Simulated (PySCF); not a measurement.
C₃H₇NOSi, SMILES C1=CO[SiH2]NC1. Coordinates come from a B3LYP-D3(BJ)/def2-SVP optimisation. The structure was generated by enumeration, and PubChem lists no compound with its InChIKey, so it may never have been made. Other conformers were not sampled.

Computed equilibrium geometry at B3LYP-D3(BJ)/def2-SVP (PySCF confirms it by a frequency run) as bond lengths and angles (one conformer of several):
Atoms: C1 C2 O3 Si4 N5 C6 H7 H8 H9 H10 H11 H12 H13. Bonds (Å): C1–C2 1.342, C1–C6 1.507, C1–H7 1.093, C2–O3 1.362, C2–H8 1.095, O3–Si4 1.690, Si4–N5 1.721, Si4–H9 1.493, Si4–H10 1.486, N5–C6 1.459, N5–H11 1.013, C6–H12 1.112, C6–H13 1.108. Angles (°): C2–C1–C6 126.6, C2–C1–H7 117.1, C6–C1–H7 116.4, C1–C2–O3 126.4, C1–C2–H8 121.3, O3–C2–H8 112.3, C2–O3–Si4 119.4, O3–Si4–N5 103.8, O3–Si4–H9 106.2, O3–Si4–H10 110.3, N5–Si4–H9 116.5, N5–Si4–H10 110.7, H9–Si4–H10 109.0, Si4–N5–C6 122.6, Si4–N5–H11 121.8, C6–N5–H11 114.6, C1–C6–N5 112.7, C1–C6–H12 108.9, C1–C6–H13 108.1, N5–C6–H12 112.3, N5–C6–H13 109.2, H12–C6–H13 105.3.
